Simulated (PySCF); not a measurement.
silole (C$_{4}$H$_{6}$Si), singlet, geometry from GFN2-xTB; CCSD(T)/STO-3G run with PySCF.

Input for PySCF:
```python
from pyscf import gto, scf, cc

mol = gto.M(
    atom='''
C    -1.20638586    0.78574789   -0.41109095
C     0.02710569    1.29088450   -0.29376265
Si    1.21355663   -0.07286224    0.24738050
C    -0.23813991   -1.27821395    0.25074385
C    -1.35277056   -0.63209551   -0.11058672
H    -2.07420278    1.35899959   -0.70866783
H     0.24603893    2.32689193   -0.49207049
H     1.78955600    0.14895981    1.57457124
H     2.23200545   -0.39041535   -0.75478595
H    -0.23451069   -2.32758409    0.49442049
H    -2.32753594   -1.09471811   -0.18861565
''',
    basis='sto-3g',
    verbose=4,
)

mf = scf.RHF(mol)
mf.kernel()

mycc = cc.CCSD(mf, frozen=9)
mycc.kernel()
et = mycc.ccsd_t()
print('E(CCSD(T)) = %.10f' % (mycc.e_tot + et))
```

Output, abridged:

```
PySCF version 2.14.0

[INPUT] verbose = 4
[INPUT] num. atoms = 11
[INPUT] num. electrons = 44
[INPUT] charge = 0
[INPUT] spin (= nelec alpha-beta = 2S) = 0
[INPUT] symmetry False subgroup None
[INPUT] Mole.unit = angstrom
[INPUT] Symbol           X                Y                Z      unit          X                Y                Z       unit  Magmom
[INPUT]  1 C     -1.206385860000   0.785747890000  -0.411090950000 AA   -2.279738875948   1.484848315055  -0.776849307787 Bohr   0.0
[INPUT]  2 C      0.027105690000   1.290884500000  -0.293762650000 AA    0.051222330517   2.439418163446  -0.555130954126 Bohr   0.0
[INPUT]  3 Si     1.213556630000  -0.072862240000   0.247380500000 AA    2.293289667350  -0.137689678422   0.467481393558 Bohr   0.0
[INPUT]  4 C     -0.238139910000  -1.278213950000   0.250743850000 AA   -0.450019209229  -2.415474294098   0.473837203919 Bohr   0.0
[INPUT]  5 C     -1.352770560000  -0.632095510000  -0.110586720000 AA   -2.556365867775  -1.194487398467  -0.208978613814 Bohr   0.0
[INPUT]  6 H     -2.074202780000   1.358999590000  -0.708667830000 AA   -3.919675181011   2.568137028496  -1.339188111990 Bohr   0.0
[INPUT]  7 H      0.246038930000   2.326891930000  -0.492070490000 AA    0.464946193681   4.397188469161  -0.929878460081 Bohr   0.0
[INPUT]  8 H      1.789556000000   0.148959810000   1.574571240000 AA    3.381770724572   0.281493244467   2.975508407217 Bohr   0.0
[INPUT]  9 H      2.232005450000  -0.390415350000  -0.754785950000 AA    4.217879009037  -0.737778086326  -1.426338728170 Bohr   0.0
[INPUT] 10 H     -0.234510690000  -2.327584090000   0.494420490000 AA   -0.443160977383  -4.398496461995   0.934319316473 Bohr   0.0
[INPUT] 11 H     -2.327535940000  -1.094718110000  -0.188615650000 AA   -4.398405471682  -2.068717411501  -0.356431921307 Bohr   0.0

nuclear repulsion = 201.467697664343
number of shells = 23
number of NR pGTOs = 105
number of NR cGTOs = 35
basis = sto-3g
ecp = {}

******** <class 'pyscf.scf.hf.RHF'> ********
method = RHF
initial guess = minao
damping factor = 0
level_shift factor = 0
DIIS = <class 'pyscf.scf.diis.CDIIS'>
diis_start_cycle = 1
diis_space = 8
diis_damp = 0
SCF conv_tol = 1e-09
SCF conv_tol_grad = None
SCF max_cycles = 50
direct_scf = True
direct_scf_tol = 1e-13
Set gradient conv threshold to 3.16228e-05
Initial guess from minao.
init E= -439.635403462215
  HOMO = -0.171267339174139  LUMO = 0.0676568974335846  gap/eV = 6.50146
cycle= 1 E= -438.626679151273  delta_E= 1.01  |g|= 0.271  |ddm|= 4.23
  HOMO = -0.223240336033771  LUMO = 0.255017112036104  gap/eV = 13.01405
cycle= 2 E= -438.657034443765  delta_E= -0.0304  |g|= 0.09  |ddm|= 0.531
  HOMO = -0.245136186722734  LUMO = 0.241210852284269  gap/eV = 13.23418
cycle= 3 E= -438.659558548471  delta_E= -0.00252  |g|= 0.0414  |ddm|= 0.162
  HOMO = -0.244896956402114  LUMO = 0.242889292357293  gap/eV = 13.27334
cycle= 4 E= -438.660141148383  delta_E= -0.000583  |g|= 0.00423  |ddm|= 0.0618
  HOMO = -0.242570811995682  LUMO = 0.245350115897436  gap/eV = 13.27700
cycle= 5 E= -438.660149556473  delta_E= -8.41e-06  |g|= 0.00106  |ddm|= 0.00696
  HOMO = -0.242716644236413  LUMO = 0.245437193825672  gap/eV = 13.28334
cycle= 6 E= -438.660150622325  delta_E= -1.07e-06  |g|= 0.000167  |ddm|= 0.00341
  HOMO = -0.242737019567804  LUMO = 0.245445517542634  gap/eV = 13.28412
cycle= 7 E= -438.660150638686  delta_E= -1.64e-08  |g|= 3.59e-05  |ddm|= 0.00042
  HOMO = -0.242730700898721  LUMO = 0.245449843530727  gap/eV = 13.28407
cycle= 8 E= -438.660150639351  delta_E= -6.65e-10  |g|= 1e-05  |ddm|= 7.29e-05
  HOMO = -0.242730511299367  LUMO = 0.245449170057211  gap/eV = 13.28405
Extra cycle  E= -438.660150639405  delta_E= -5.4e-11  |g|= 3.7e-06  |ddm|= 1.78e-05
converged SCF energy = -438.660150639405

******** <class 'pyscf.cc.ccsd.CCSD'> ********
CC2 = 0
CCSD nocc = 13, nmo = 26
frozen orbitals 9
max_cycle = 50
direct = 0
conv_tol = 1e-07
conv_tol_normt = 1e-05
diis_space = 6
diis_start_cycle = 0
diis_start_energy_diff = 1e+09
Init t2, MP2 energy = -438.938707745235  E_corr(MP2) -0.278557105829838
Init E_corr(CCSD) = -0.278557105838763
cycle = 1  E_corr(CCSD) = -0.320158694926271  dE = -0.0416015891  norm(t1,t2) = 0.0688021
cycle = 2  E_corr(CCSD) = -0.335363284935873  dE = -0.01520459  norm(t1,t2) = 0.0328481
cycle = 3  E_corr(CCSD) = -0.347452444045987  dE = -0.0120891591  norm(t1,t2) = 0.0177434
cycle = 4  E_corr(CCSD) = -0.348328670832793  dE = -0.000876226787  norm(t1,t2) = 0.00484423
cycle = 5  E_corr(CCSD) = -0.347921062386633  dE = 0.000407608446  norm(t1,t2) = 0.00173149
cycle = 6  E_corr(CCSD) = -0.347875932062977  dE = 4.51303237e-05  norm(t1,t2) = 0.000753014
cycle = 7  E_corr(CCSD) = -0.34788085691416  dE = -4.92485118e-06  norm(t1,t2) = 0.0002646
cycle = 8  E_corr(CCSD) = -0.347878264436537  dE = 2.59247762e-06  norm(t1,t2) = 7.46073e-05
cycle = 9  E_corr(CCSD) = -0.347881498416745  dE = -3.23398021e-06  norm(t1,t2) = 2.7056e-05
cycle = 10  E_corr(CCSD) = -0.347881726248936  dE = -2.2783219e-07  norm(t1,t2) = 7.22002e-06
cycle = 11  E_corr(CCSD) = -0.347881349655199  dE = 3.76593737e-07  norm(t1,t2) = 2.29134e-06
cycle = 12  E_corr(CCSD) = -0.347881045667691  dE = 3.03987508e-07  norm(t1,t2) = 1.10416e-06
cycle = 13  E_corr(CCSD) = -0.347880912422227  dE = 1.33245464e-07  norm(t1,t2) = 4.00455e-07
cycle = 14  E_corr(CCSD) = -0.347880893225446  dE = 1.91967811e-08  norm(t1,t2) = 1.87194e-07
CCSD converged
E(CCSD) = -439.0080315326308  E_corr = -0.3478808932254456
CCSD(T) correction = -0.00441413195906672
E(CCSD(T)) = -439.0124456646
```
